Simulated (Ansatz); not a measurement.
Frontier orbitals of `[F][Zr]([F])([Br])[Br]`.

The species carries charge 0 and has multiplicity 1. Correlated methods include outer-core shells of Br, Zr, which these sets cover unevenly. Scalar relativity is left out up to krypton. Zr: def2 effective core potential. The geometry is a stationary point of PBE0-D4/def2-TZVP. Basis def2-TZVPP, Ansatz.

```json
{"functional": "PBE", "HOMO (eV)": "-7.76", "LUMO (eV)": "-3.13", "gap (eV)": "4.63"}
{"functional": "revPBE", "HOMO (eV)": "-7.69", "LUMO (eV)": "-3.04", "gap (eV)": "4.65"}
{"functional": "r2SCAN", "HOMO (eV)": "-8.12", "LUMO (eV)": "-3.01", "gap (eV)": "5.11"}
{"functional": "B97M-V", "HOMO (eV)": "-8.15", "LUMO (eV)": "-2.94", "gap (eV)": "5.21"}
{"functional": "PBE0", "HOMO (eV)": "-9.04", "LUMO (eV)": "-2.39", "gap (eV)": "6.65"}
{"functional": "B3LYP", "HOMO (eV)": "-8.77", "LUMO (eV)": "-2.58", "gap (eV)": "6.19"}
{"functional": "r2SCANh", "HOMO (eV)": "-8.58", "LUMO (eV)": "-2.74", "gap (eV)": "5.84"}
{"functional": "r2SCAN0", "HOMO (eV)": "-9.28", "LUMO (eV)": "-2.31", "gap (eV)": "6.97"}
{"functional": "BHLYP", "HOMO (eV)": "-10.15", "LUMO (eV)": "-1.47", "gap (eV)": "8.68"}
{"functional": "LC-ωPBE", "HOMO (eV)": "-11.68", "LUMO (eV)": "-0.19", "gap (eV)": "11.49"}
{"functional": "ωB97M-V", "HOMO (eV)": "-11.18", "LUMO (eV)": "-0.33", "gap (eV)": "10.85"}
```

From PBE to PBE0 the HOMO moves by −1.28 eV and the LUMO by +0.74 eV, and with ωB97M-V by −3.42 and +2.80 eV, so the gap grows from 4.63 to 10.85 eV with exact exchange.

B3LYP here is the variant with VWN-RPA as its local correlation; programs differ in this. LC-ωPBE has ω = 0.4 bohr⁻¹.
